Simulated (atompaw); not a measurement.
Which change was made? (P, PAW (atompaw))

phosphorus, PAW, made with atompaw 4.2.0.5 (PBEsol, non-relativistic). Core [Ne], reference 3s2 3p3. Waves: 3s (bound): rc 2.15 bohr; 3s channel at 0.3 Ry: rc 1.60 bohr; 3p (bound): rc 2.15 bohr; 3p channel at 1.55 Ry: rc 2.15 bohr; 3d channel at 0.3 Ry: rc 2.15 bohr; 3d channel at 1.65 Ry: rc 2.15 bohr. Local part: troulliermartins scheme with l = 3 at 0.5 Ry, radius 1.50 bohr. Core correction: smooth core density matched at 1.70 bohr. Augmentation charge: sinc compensation charge, radius 1.75 bohr; PAW radius 2.15 bohr; waves and projectors: custom rrkj gramschmidtortho.

Cutoffs, loose and tight: the cutoffs (Ry, on a coarse ladder) from which the occupation-weighted sum of valence levels, in a spherical-Bessel basis at the reference potential, stays within 10 and 1 mRy of its value at 400 Ry. They see the waves, projectors and local potential, not the compensation charge or the core.

The base gives: outcome: generated, no UPF (negative core plus compensation charge); cutoff, loose: 12 Ry; cutoff, tight: 15 Ry; bound ghosts: none.

Q: After one change the result is: outcome: generated; cutoff, loose: 10 Ry; cutoff, tight: 12 Ry; bound ghosts: none. Which change was it?
A. all radii scaled by about 1.14 (s 2.46, p 2.46, d 2.46 bohr); local potential troulliermartins scheme with l = 3 at 0.5 Ry, radius 1.72 bohr; augmentation sinc compensation charge, radius 2.00 bohr; PAW radius 2.46 bohr; waves and projectors: custom rrkj gramschmidtortho; core correction smooth core density matched at 1.96 bohr
B. all radii scaled by about 0.87 (s 1.86, p 1.86, d 1.86 bohr); local potential troulliermartins scheme with l = 3 at 0.5 Ry, radius 1.30 bohr; augmentation sinc compensation charge, radius 1.50 bohr; PAW radius 1.86 bohr; waves and projectors: custom rrkj gramschmidtortho; core correction smooth core density matched at 1.46 bohr
C. all radii scaled by about 1.29 (s 2.78, p 2.78, d 2.78 bohr); local potential troulliermartins scheme with l = 3 at 0.5 Ry, radius 1.94 bohr; augmentation sinc compensation charge, radius 2.26 bohr; PAW radius 2.78 bohr; waves and projectors: custom rrkj gramschmidtortho; core correction smooth core density matched at 2.20 bohr

A: A. The others give: all radii scaled by about 0.87 (s 1.86, p 1.86, d 1.86 bohr); local potential troulliermartins scheme with l = 3 at 0.5 Ry, radius 1.30 bohr; augmentation sinc compensation charge, radius 1.50 bohr; PAW radius 1.86 bohr; waves and projectors: custom rrkj gramschmidtortho; core correction smooth core density matched at 1.46 bohr → outcome: generated; cutoff, loose: 12 Ry; cutoff, tight: 21 Ry; bound ghosts: none | all radii scaled by about 1.29 (s 2.78, p 2.78, d 2.78 bohr); local potential troulliermartins scheme with l = 3 at 0.5 Ry, radius 1.94 bohr; augmentation sinc compensation charge, radius 2.26 bohr; PAW radius 2.78 bohr; waves and projectors: custom rrkj gramschmidtortho; core correction smooth core density matched at 2.20 bohr → outcome: generated; cutoff, loose: 8 Ry; cutoff, tight: 10 Ry; bound ghosts: none.
